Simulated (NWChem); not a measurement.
The numbers come from NWChem runs, not from measurements. System: silanone (H$_{2}$OSi), charge 0, spin multiplicity 1, at a geometry optimised with PBE/def2-SVP. Level: MP2/def2-TZVP, 6 core orbitals frozen.

NWChem printed:

```
             Northwest Computational Chemistry Package (NWChem) 7.3.0
             --------------------------------------------------------

                                NWChem Input Module
                                -------------------

 Scaling coordinates for geometry "geometry" by  1.889725989
 (inverse scale =  0.529177249)

 Turning off AUTOSYM since
 SYMMETRY directive was detected!

                             Geometry "geometry" -> ""
                             -------------------------

 Output coordinates in angstroms (scale by  1.889725989 to convert to a.u.)

  No.       Tag          Charge          X              Y              Z
 ---- ---------------- ---------- -------------- -------------- --------------
    1 Si                  14.0000     0.00000000     0.00000000    -0.44716600
    2 O                    8.0000     0.00000000     0.00000000     1.10523900
    3 H                    1.0000    -1.24802900     0.00000000    -1.29079000
    4 H                    1.0000     1.24802900     0.00000000    -1.29079000

 Effective nuclear repulsion energy (a.u.)      51.3600516648

            Nuclear Dipole moment (a.u.)
            ----------------------------
        X                 Y               Z
 ---------------- ---------------- ----------------
     0.0000000000     0.0000000000     0.0000151178

      Symmetry information
      --------------------

 Group name             C2v
 Group number             16
 Group order               4
 No. of unique centers     3

      Symmetry unique atoms

     1    2    3


 Summary of "ao basis" -> "" (spherical)
 ------------------------------------------------------------------------------
       Tag                 Description            Shells   Functions and Types
 ---------------- ------------------------------  ------  ---------------------
 *                         def2-tzvp                  on all atoms

 Summary of "ao basis" -> "ao basis" (spherical)
 ------------------------------------------------------------------------------
       Tag                 Description            Shells   Functions and Types
 ---------------- ------------------------------  ------  ---------------------
 Si                        def2-tzvp                13       37   5s5p2d1f
 O                         def2-tzvp                11       31   5s3p2d1f
 H                         def2-tzvp                 4        6   3s1p

                                 NWChem SCF Module
                                 -----------------

  ao basis        = "ao basis"
  functions       =    80
  atoms           =     4
  closed shells   =    12
  open shells     =     0
  charge          =   0.00
  wavefunction    = RHF
  use symmetry    = T
  symmetry adapt  = T

 Summary of "ao basis" -> "ao basis" (spherical)
 ------------------------------------------------------------------------------
       Tag                 Description            Shells   Functions and Types
 ---------------- ------------------------------  ------  ---------------------
 Si                        def2-tzvp                13       37   5s5p2d1f
 O                         def2-tzvp                11       31   5s3p2d1f
 H                         def2-tzvp                 4        6   3s1p

      Symmetry analysis of basis
      --------------------------

        a1         35
        a2          7
        b1         21
        b2         17

 Forming initial guess at       0.0s

      Superposition of Atomic Density Guess
      -------------------------------------

 Sum of atomic energies:        -364.61933615

      Non-variational initial energy
      ------------------------------

 Total energy =    -364.797598
 1-e energy   =    -606.458170
 2-e energy   =     190.300520
 HOMO         =      -0.387340
 LUMO         =      -0.056450

      Symmetry analysis of molecular orbitals - initial
      -------------------------------------------------

  Numbering of irreducible representations:

     1 a1          2 a2          3 b1          4 b2

  Orbital symmetries:

     1 a1          2 a1          3 a1          4 a1          5 b1
     6 b2          7 a1          8 a1          9 b1         10 a1
[...]
 Vector   10  Occ=2.000000D+00  E=-5.176685D-01  Symmetry=a1
              MO Center=  3.6D-15, -3.1D-16,  7.3D-01, r^2= 1.7D+00
   Bfn.  Coefficient  Atom+Function         Bfn.  Coefficient  Atom+Function
  ----- ------------  ---------------      ----- ------------  ---------------
    45      0.383961  2 O  pz                48      0.336821  2 O  pz
    17     -0.221903  1 Si pz                51      0.192005  2 O  pz
    42      0.153229  2 O  s

 Vector   11  Occ=2.000000D+00  E=-4.463464D-01  Symmetry=b2
              MO Center=  9.4D-17, -4.7D-16,  8.4D-01, r^2= 1.1D+00
   Bfn.  Coefficient  Atom+Function         Bfn.  Coefficient  Atom+Function
  ----- ------------  ---------------      ----- ------------  ---------------
    44      0.387648  2 O  py                47      0.355370  2 O  py
    50      0.234601  2 O  py                16      0.204451  1 Si py

 Vector   12  Occ=2.000000D+00  E=-4.396709D-01  Symmetry=b1
              MO Center=  3.9D-15,  5.6D-18,  5.2D-01, r^2= 1.9D+00
   Bfn.  Coefficient  Atom+Function         Bfn.  Coefficient  Atom+Function
  ----- ------------  ---------------      ----- ------------  ---------------
    43      0.394467  2 O  px                46      0.358166  2 O  px
    49      0.234489  2 O  px

 Vector   13  Occ=0.000000D+00  E= 3.129901D-02  Symmetry=b2
              MO Center=  7.7D-17,  3.0D-16, -6.2D-01, r^2= 3.6D+00
   Bfn.  Coefficient  Atom+Function         Bfn.  Coefficient  Atom+Function
  ----- ------------  ---------------      ----- ------------  ---------------
    19      0.747937  1 Si py                50     -0.263593  2 O  py
    16      0.260972  1 Si py                44     -0.179194  2 O  py

 Vector   14  Occ=0.000000D+00  E= 1.106366D-01  Symmetry=a1
              MO Center= -1.1D-14, -7.0D-16, -6.0D-01, r^2= 4.6D+00
   Bfn.  Coefficient  Atom+Function         Bfn.  Coefficient  Atom+Function
  ----- ------------  ---------------      ----- ------------  ---------------
     5      1.712705  1 Si s                 42     -1.042961  2 O  s
    20      0.672380  1 Si pz                71     -0.595115  3 H  s
    77     -0.595115  4 H  s                 51      0.325511  2 O  pz
     4      0.234038  1 Si s                  3     -0.184378  1 Si s

 Vector   15  Occ=0.000000D+00  E= 1.410099D-01  Symmetry=a1
              MO Center=  7.6D-15, -9.3D-16, -9.0D-01, r^2= 5.1D+00
   Bfn.  Coefficient  Atom+Function         Bfn.  Coefficient  Atom+Function
  ----- ------------  ---------------      ----- ------------  ---------------
     5      1.819903  1 Si s                 20     -1.554170  1 Si pz
    71     -1.430802  3 H  s                 77     -1.430802  4 H  s
    42      0.370452  2 O  s                 28      0.153539  1 Si d  0

 center of mass
 --------------
 x =   0.00000000 y =   0.00000000 z =   0.10544604

 moments of inertia (a.u.)
 ------------------
         101.232514583288           0.000000000000           0.000000000000
           0.000000000000         112.443973980413           0.000000000000
           0.000000000000           0.000000000000          11.211459397125

  Mulliken analysis of the total density
  --------------------------------------

    Atom       Charge   Shell Charges
 -----------   ------   -------------------------------------------------------
    1 Si  14    13.33   2.00  0.58  1.39  0.81  0.31  4.12  1.73  0.51  1.11  0.25  0.20  0.26  0.05
    2 O    8     8.66   0.79  1.18  0.58  0.95  0.33  1.78  1.99  1.02  0.00  0.02  0.00
    3 H    1     1.01   0.23  0.55  0.22  0.01
    4 H    1     1.01   0.23  0.55  0.22  0.01

       Multipole analysis of the density wrt the origin
       ------------------------------------------------

     L   x y z        total         open         nuclear
     -   - - -        -----         ----         -------
     0   0 0 0     -0.000000      0.000000     24.000000

     1   1 0 0     -0.000000      0.000000      0.000000
     1   0 1 0      0.000000      0.000000      0.000000
     1   0 0 1     -1.785293      0.000000      0.000015

     2   2 0 0    -14.320986      0.000000     11.124411
     2   1 1 0      0.000000      0.000000      0.000000
     2   1 0 1     -0.000000      0.000000      0.000000
     2   0 2 0    -12.376527      0.000000      0.000000
     2   0 1 1      0.000000      0.000000      0.000000
     2   0 0 2    -17.006725      0.000000     56.794591

                   NWChem MP2 Semi-direct Energy/Gradient Module
                   ---------------------------------------------

  Basis functions       =     80
  Molecular orbitals    =     80
  Frozen core           =      6
  Frozen virtuals       =      0
  Active alpha occupied =      6
  Active beta occupied  =      6
  Active alpha virtual  =     68
  Active beta virtual   =     68
  Use MO symmetry       = T
  Use skeleton AO sym   = T

  AO/Fock/Back tols     =   1.0D-09  1.0D-09  1.0D-09

 GA uses MA = F    GA memory limited = T

 Available:
  local mem=  1.26D+08
 global mem=  1.44D+08
 local disk=  0.00D+00
  mp2_memr nvloc                    68
  nvloc new                    68
   1 passes of   6:        4194304                      33447                   4491679.
   1 passes of   6: M    126150097           G      144166400           F     121955793.

 Semi-direct pass number   1 of   1  for RHF alpha+beta  at        0.7s
  vrange nnbf                  3230
  mp2_eaftype                    17  avail_ma_in_mb                  1099
 EAF : mp2_eaftype filesize          17    2245839.
  mp2_eaf for mointskh                     17
Node 0 wrote     10.5 Mb in      0.0 s     Agg I/O rate:  2356.0 Mb/s
 Done moints_semi at        1.7s
  mp2_eaftype                    17  avail_ma_in_mb                  1082
 EAF : mp2_eaftype filesize          17    2245839.
  mp2_eaf for kh                    17
 Done maket at        1.7s
 Done multipass loop at        1.7s

          -------------------------------------------
          SCF energy                -364.980655605151
          Correlation energy          -0.357801491564
          Singlet pairs               -0.232057114423
          Triplet pairs               -0.125744377141
          Total MP2 energy          -365.338457096715
          -------------------------------------------

          ---------------------------------------------------
                    Spin Component Scaled (SCS) MP2
          Same spin pairs                     -0.083829584761
          Same spin scaling factor             0.333333333333
          Opposite spin pairs                 -0.273971906803
          Opposite spin scaling fact.          1.200000000000
          SCS-MP2 correlation energy          -0.356709483084
          Total SCS-MP2 energy              -365.337365088235
          ---------------------------------------------------

 -----------------------
 Performance information
 -----------------------

 Timer overhead =  9.60D-08 seconds/call

               Nr. of calls         CPU time (s)                 Wall time (s)                GFlops
             ---------------    -------------------     ------------------------------   -------------------
Name         Min   Avg   Max    Min     Avg     Max     Min     Avg     Max   Mx/calls   Min     Max     Sum
mp2: moin     1     1     1    1.0     1.0     1.0      1.0     1.0     1.0     1.0      0.0     0.0     0.0
mp2: make     1     1     1   3.11E-2 3.11E-2 3.11E-2  3.11E-2 3.11E-2 3.11E-2 3.11E-2   0.0     0.0     0.0
mp2: tota     1     1     1    1.1     1.1     1.1      1.1     1.1     1.1     1.1      0.0     0.0     0.0

 The average no. of pstat calls per process was 3.00D+00
 with a timing overhead of 2.88D-07s

 Task  times  cpu:        1.7s     wall:        1.7s

 Total times  cpu:        1.7s     wall:        1.7s
```

### Question
Write an NWChem input that would produce this output.

### Answer
This is not unique; one that fits is 
```
start mol
memory heap 200 mb stack 900 mb global 1100 mb
geometry units angstroms nocenter noautoz
  Si     0.000000     0.000000    -0.447166
  O      0.000000     0.000000     1.105239
  H     -1.248029     0.000000    -1.290790
  H      1.248029     0.000000    -1.290790
  symmetry group C2v
end
basis spherical
  * library def2-tzvp
end
scf
  rhf
  nopen 0
  maxiter 100
  thresh 1e-7
  semidirect memsize 60000000 filesize 0
end
mp2
  freeze core 6
end
task mp2 energy
```
